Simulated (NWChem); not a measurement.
Species: hydrogen telluride (H$_{2}$Te); SMILES [TeH2]

```xyz
3

Te     0.0000     0.0000     0.0434
H      1.1785     0.0000    -1.1297
H     -1.1785     0.0000    -1.1297
```
Atoms are numbered in this order, from 1.

Coordinates come from a PBE0/def2-SVP optimisation. def2 effective core potentials on Te; no spin-orbit coupling.

Symmetry labels are those of C2v in the frame above (b1 and b2, or b-type labels, depend on it).

List the 6 lowest vertical singlet excitations and the 6 lowest triplet ones from PBE0/def2-SVP with def2 effective core potentials on Te, full TDDFT (NWChem).


| state | energy (eV) | oscillator strength | symmetry | leading excitation (squared amplitude) |
|---|---|---|---|---|
| S1 | 4.27 | 0.000 | a2 | HOMO → LUMO (1.00) |
| S2 | 5.55 | 0.000 | b2 | HOMO → LUMO+1 (1.00) |
| S3 | 7.98 | 0.129 | b1 | HOMO−1 → LUMO (0.89) |
| S4 | 8.51 | 0.076 | a1 | HOMO−1 → LUMO+1 (0.77) |
| S5 | 10.12 | 0.650 | a1 | HOMO−2 → LUMO (0.73) |
| S6 | 10.62 | 0.730 | b1 | HOMO−2 → LUMO+1 (0.89) |
| T1 | 3.68 | spin-forbidden | a2 | HOMO → LUMO (1.00) |
| T2 | 4.72 | spin-forbidden | b2 | HOMO → LUMO+1 (1.00) |
| T3 | 5.95 | spin-forbidden | b1 | HOMO−1 → LUMO (0.95) |
| T4 | 6.75 | spin-forbidden | a1 | HOMO−1 → LUMO+1 (0.53) |
| T5 | 8.02 | spin-forbidden | a1 | HOMO−2 → LUMO (0.53) |
| T6 | 8.70 | spin-forbidden | b1 | HOMO−2 → LUMO+1 (0.94) |
